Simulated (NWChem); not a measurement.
C2H6FSb; SMILES [CH3][Sb]([CH3])[F]

All runs: NWChem. Geometry: optimised at PBE0/def2-SVP. No frequency run checked for a minimum. def2 effective core potentials on Sb; no spin-orbit coupling. Level PBE/def2-SVP: energy and gradient on several grids; changes count from the extra-fine grid, which is no exact limit either.

Task: Which is the coarsest grid (medium; xfine; coarse; fine; xcoarse) from which on the energy stays within 50 μHa and each gradient component within 100 μHa/bohr of xfine?

Result: medium.
```tsv
grid	size of the energy change (μHa)	largest change of a gradient component (μHa/bohr)
xcoarse	3000	6000
coarse	40	800
medium	< 10	< 30
fine	< 10	< 30
xfine	< 10	< 30
```
